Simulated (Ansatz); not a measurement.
C2H4N2, SMILES `CN=C=N` (charge 0, multiplicity 1).

Cartesian coordinates (Å):
```xyz
8

C     -1.2344    -0.3599     0.3136
N      0.1623    -0.6606     0.0685
C      1.1281     0.0587     0.1728
N      2.1758     0.6602     0.3814
H     -1.3883     0.6587     0.6767
H     -1.6241    -1.0620     1.0512
H     -1.8001    -0.4986    -0.6085
H      2.5806     1.2036    -0.3701
```
Charge 0, multiplicity 1.

Frozen-core energies in 6-31g from Ansatz (a first-principles code) at a geometry from B3LYP-D3(BJ)/def2-TZVP; the HF reference has <S^2> = 0.00 and the T1 diagnostic is 0.016.

```
level  energy (Ha)
-----  -----------
HF      -186.82329
MP2     -187.22628
CCSD    -187.24410
```

**Question.** Estimate the energies of CCSD(T), CCSDT and CCSDT(Q), and give each level's difference from CCSDT(Q).

**Answer.** 
| level | energy (Ha) | difference from CCSDT(Q) (mHa) |
|---|---|---|
| MP2 | -187.22628 | 35.99 |
| CCSD | -187.24410 | 18.17 |
| CCSD(T) | -187.26010 | 2.16 |
| CCSDT | -187.26061 | 1.66 |
| CCSDT(Q) | -187.26227 | 0.00 |
